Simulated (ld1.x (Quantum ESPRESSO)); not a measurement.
## B (Z = 5): ultrasoft pseudisation with PBE, non-relativistic reference atom.

B (Z = 5), ultrasoft, made with ld1.x (Quantum ESPRESSO) 7.5 (PBE, non-relativistic). Core [He], reference 2s2 2p0 (charge +1). Waves: 2s (bound): rcut 1.60, rcutus 1.70 bohr; 2s channel at 3.45 Ry: rcut 1.60, rcutus 1.70 bohr; 2p (bound, empty): rcut 1.80, rcutus 2.10 bohr; 2p channel at 0.7 Ry: rcut 1.80, rcutus 2.10 bohr; 3d channel at -0.1 Ry: rcut 1.80, rcutus 2.20 bohr; 3d channel at 2.1 Ry: rcut 1.80, rcutus 2.20 bohr. Local part: all-electron potential smoothed inside 1.40 bohr (lloc = -2). Core correction: Bessel-smoothed model core inside 1.15 bohr. Augmentation charge: PSQ, radius 1.65 bohr.

All-electron outer shells of the reference configuration (PBE, non-relativistic, ld1.x):

```tsv
shell	level (eV)	outermost node (bohr)	outermost maximum (bohr)
2s	-19.51	0.46	1.44
2p	-13.37	–	1.41
```

What the tests gave:

```json
{
 "Cutoffs needed": "6 Ry and 8 Ry (the cutoffs (Ry, on a coarse ladder) from which the occupation-weighted sum of valence levels, in a spherical-Bessel basis at the reference potential, stays within 10 and 1 mRy of its value at 400 Ry) The cutoffs count occupied waves only; the empty 2p level needs 12 Ry at the loose tolerance.",
 "Ghost test": "no extra level below or beside the all-electron valence levels (s, p, d, f tested) (spherical-Bessel basis up to 400 Ry, 20 bohr box)",
 "Largest excitation error": "+38 meV (all-electron minus pseudo) for 2s0 2p3, out of 7 test configurations",
 "Lowest eigenvalue of the overlap operator": "0.64 (p channel)",
 "Density cutoff estimated by the generator": "163 Ry"
}
```

Generation and tests took about 0.97 s on one core of a shared server CPU.
